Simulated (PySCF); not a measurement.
## Basis and Hamiltonian dependence of the excitation energy of Au

Au [Xe] 4f14 5d10 6s1 (2S) → Au [Xe] 4f14 5d10 6p1 (2P). Calculated with PySCF 2.14 from differences of total energies of unrestricted determinants, without spin-orbit coupling. Values in eV.

| basis | Hamiltonian | functions | UHF | PBE | PBE0 | MP2 (valence) | CCSD(T) (valence) | CCSD(T) (valence and next inner shell) |
| --- | --- | --- | --- | --- | --- | --- | --- | --- |
| aug-cc-pVDZ-PP with ECP60MDF | ECP | 54 | 4.222 | 5.079 | 4.956 | 5.138 | 4.933 | n/a |
| def2-TZVPPD with the def2 core potential (60 electrons) | ECP | 59 | 4.311 | 5.133 | 5.014 | 5.163 | 4.969 | 5.036 |
| aug-cc-pwCVDZ-PP with ECP60MDF | ECP | 70 | 4.219 | 5.080 | 4.957 | 5.144 | 4.933 | 5.004 |
| ANO-RCC-VTZP | spin-free X2C | 84 | 4.751 | 5.416 | 5.306 | 5.499 | 5.296 | 5.345 |
| x2c-TZVPPall | spin-free X2C | 97 | 4.307 | 5.121 | 4.992 | 5.135 | 4.952 | 5.005 |
| aug-cc-pVTZ-PP with one added diffuse shell each of s, p, d, f, g type with ECP60MDF | ECP | 113 | 4.214 | 5.072 | 4.949 | 5.147 | n/a | n/a |
| x2c-TZVPPall with one added diffuse shell each of s, p, d, f type | spin-free X2C | 113 | 4.229 | 5.086 | 4.955 | 5.131 | 4.926 | n/a |
| aug-cc-pwCVTZ-PP with ECP60MDF | ECP | 122 | 4.215 | 5.078 | 4.954 | 5.151 | n/a | n/a |

Frozen in the all-electron rows: valence: [Xe] 4f14; valence and next inner shell: [Kr] 4d10 4f14; with a core potential, the same shells as far as they lie outside it.

At UHF, ANO-RCC-VTZP lies more than 0.3 eV from the median of the rows with comparable relativity. Of these, ANO-RCC-VTZP has no diffuse functions of the l that the added or promoted electron needs.

Reference for a calculation without spin-orbit coupling: 4.947 eV (measured, between term centres; NIST).
